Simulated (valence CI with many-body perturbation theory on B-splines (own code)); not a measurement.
The numbers below are computed, except where a source is named.
Run record, Lu31+

Level of theory: valence CI with perturbative core correlation (CI+MBPT): four valence electrons over a frozen Dirac-Fock core [Kr], a basis of 6 s, 6 p, 5 d, 5 f, 1 g functions for each j, with the two-electron term Σ2, the three-electron term Σ3, Breit, model QED; selected single and double excitations, second order for the rest, scaled by the run's own slope (own B-spline code, finite nucleus).

Command, and the settings that its task file holds:

```sh
python run_cv.py task.json out
```

```
atom Lu  Z=71  mass_number=175  rms_radius_fm=5.3700
core [Kr]
valence 4d4
avg = 1
basis = S
breit = 1
cap = 10000
capref = 1200
cscale = 1
de = 0.0
dress = 0
eps = 2e-08
extrap = 1
h = 0.27
hh = 1
l2 = 3
lcore = 6
maxit = 60
n2 = 5
natural = 1
nlev = 21
nno = [3, 3, 3, 3, 1]
nroot = 26
nsp = [3, 3, 2, 2, 0]
pt2 = 1
qed = 1
rpa = 1
s1 = 0
s2 = 1
s3 = 1
screen = 1
tol = 2e-05
whole = 1
```

It took 34 s on 1 thread of Intel(R) Xeon(R) Platinum 8559C (Emerald Rapids) (shared host).

Log. The first blocks belong to the next ion, which gives the ionisation energy. Fields: 2J, parity (1 odd), roots, reference size, generating configurations, candidates as configurations/state functions, variational space P, stored matrix elements, Davidson steps; e2 is the range of second-order energies in hartree. The first line gives the box (bohr), its intervals, the orbitals and the steps of their self-consistent field. Window is the range of levels sought, series limit the energy at which the first omitted orbital would enter, core excitation an estimate of the first excitation out of the core, left out the lowest levels not solved, and shifts from estimates the range by which levels moved from their first estimate, all in cm⁻¹.

```
rmax 4.7 intervals 58 orbitals 40 references ['4d4', '4d3 4f', '4d3 5s', '4d2 4f2', '4d3 5p'] scf 4 t 1.1
2J=3 par=0 roots 2 ref 38 generators 5 cand 1144/2800 P 422/999 nnz 0 it 0
2J=3 par=0 roots 2 ref 38 generators 9 cand 1380/3309 P 699/1742 nnz 0 it 4
   second order: generators 10 cand 1421/3333 e2 -0.00001 -0.00000
2J=5 par=0 roots 2 ref 44 generators 4 cand 1151/3290 P 325/997 nnz 0 it 0
2J=5 par=0 roots 2 ref 44 generators 6 cand 1513/4114 P 689/2063 nnz 0 it 5
   second order: generators 9 cand 1479/3990 e2 -0.00001 -0.00000
reference levels 735, estimated 32, window 348411 1/cm; series limit 5382420, core excitation 1167878
2J=0 par=0 roots 4 ref 28 generators 6 cand 2369/5721 P 1074/2064 nnz 0 it 5
2J=0 par=0 roots 4 ref 28 generators 11 cand 2518/5822 P 1394/2976 nnz 1.1e+06 it 5
   second order: generators 17 cand 3722/8296 e2 -0.00002 -0.00000
2J=2 par=0 roots 4 ref 51 generators 8 cand 3170/18952 P 735/3564 nnz 3e+06 it 5
2J=2 par=0 roots 4 ref 51 generators 10 cand 2940/17934 P 1156/6024 nnz 6.2e+06 it 5
   second order: generators 11 cand 3157/19081 e2 -0.00002 -0.00001
2J=4 par=0 roots 6 ref 88 generators 9 cand 3364/29033 P 530/3619 nnz 3.1e+06 it 5
2J=4 par=0 roots 6 ref 88 generators 11 cand 3203/28002 P 1255/8819 nnz 1.3e+07 it 6
   second order: generators 16 cand 3818/35176 e2 -0.00003 -0.00002
2J=8 par=0 roots 6 ref 91 generators 8 cand 3320/32374 P 500/3624 nnz 3.1e+06 it 4
2J=8 par=0 roots 6 ref 91 generators 11 cand 3182/31339 P 1164/8426 nnz 1.3e+07 it 5
   second order: generators 17 cand 3870/42980 e2 -0.00005 -0.00002
2J=6 par=0 roots 5 ref 85 generators 8 cand 3353/33117 P 454/3614 nnz 3.3e+06 it 4
2J=6 par=0 roots 5 ref 85 generators 10 cand 3223/32085 P 1104/8674 nnz 1.4e+07 it 5
   second order: generators 15 cand 3925/42368 e2 -0.00003 -0.00002
2J=10 par=0 roots 2 ref 67 generators 5 cand 2828/25547 P 546/3591 nnz 3.3e+06 it 4
2J=10 par=0 roots 2 ref 67 generators 7 cand 3011/26115 P 867/5625 nnz 6.9e+06 it 4
   second order: generators 11 cand 3382/32619 e2 -0.00003 -0.00003
2J=12 par=0 roots 2 ref 55 generators 4 cand 2487/19032 P 747/3385 nnz 2.8e+06 it 4
2J=12 par=0 roots 2 ref 55 generators 8 cand 2602/19338 P 873/4087 nnz 3.6e+06 it 4
   second order: generators 11 cand 3816/31781 e2 -0.00003 -0.00003
left out: unestimated 503422, estimated 416258, shifts from estimates -75 to 0
operators 2.6
```

The Davidson iterations converged. The settings are bad on purpose, so the numbers may not be properties of the ion.

No measured spectrum was set against this ion. As an estimate, large intervals hold to a few tenths of a per cent, small ones and those within an open d or f shell to about a per cent. Only levels of the ground parity were solved; by the run's estimate the other parity begins above the list, which can be wrong where configurations are misplaced.

```
Valence energy                            : -193.6592 hartree
Ionisation energy                         : 1241.2 eV (NIST: 1242 ± 4 eV (theoretical))
Reference configurations for the orbitals : 4d4, 4d3 4f, 4d3 5s, 4d2 4f2, 4d3 5p
Radial orbitals                           : 40
Box radius                                : 4.667 bohr
Largest variational space                 : 8819
Lowest levels                             : (4d3/2^4) J=0 0.000, (4d3/2^3 4d5/2) J=1 10.820, (4d3/2^3 4d5/2) J=2 15.284, (4d3/2^3 4d5/2) J=4 15.456, (4d3/2^3 4d5/2) J=3 16.732, (4d3/2^2 4d5/2^2) J=0 25.086, (4d3/2^2 4d5/2^2) J=2 [a] 25.995, (4d3/2^2 4d5/2^2) J=4 [a] 26.142, (4d3/2^2 4d5/2^2) J=3 [a] 26.709, (4d3/2^2 4d5/2^2) J=5 28.480, (4d3/2^2 4d5/2^2) J=1 29.494, (4d3/2^2 4d5/2^2) J=6 29.756, (4d3/2^2 4d5/2^2) J=3 [b] 31.262, (4d3/2^2 4d5/2^2) J=4 [b] 31.276 eV
```

Levels are named by their leading jj configuration (3d3/2^4 stands for four electrons in 3d with j = 3/2), which in mixed levels can hold well under half, so a name can repeat and another be missing. Letters in brackets count levels of one name in rising energy.
